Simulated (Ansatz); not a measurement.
Basis-set extrapolation for `N[Si](O)([SiH3])[SiH3]` (PBE0-D4/def2-TZVP geometry, frozen core, Ansatz 0.2.0). Multiplicity 1, RHF reference.

```csv
,def2-TZVPP,def2-QZVPP
HF,-1001.515055,-1001.548845
MP2 correlation,-0.833393,-0.897198
CCSD(T) correlation,-0.931815,not run
```

Energies in hartree. Use E(X) = E(∞) + A·exp(−7.88·√X) for Hartree–Fock and E(X) = E(∞) + B·X^(−2.97) for correlation, with X = 3 and 4, and add CCSD(T) minus MP2 of the smaller set to the MP2 limit.

Q: What is the CCSD(T) energy at the basis-set limit?

A: HF limit: -1001.548845 + (-0.033790) × 0.13774 = -1001.55350. MP2 limit: -0.897198 + (-0.063805) × 0.74074 = -0.94446. Higher-order term: -0.931815 − (-0.833393) = -0.09842. Total: -1002.59638 hartree, 4.07 eV below CCSD(T)/def2-TZVPP.
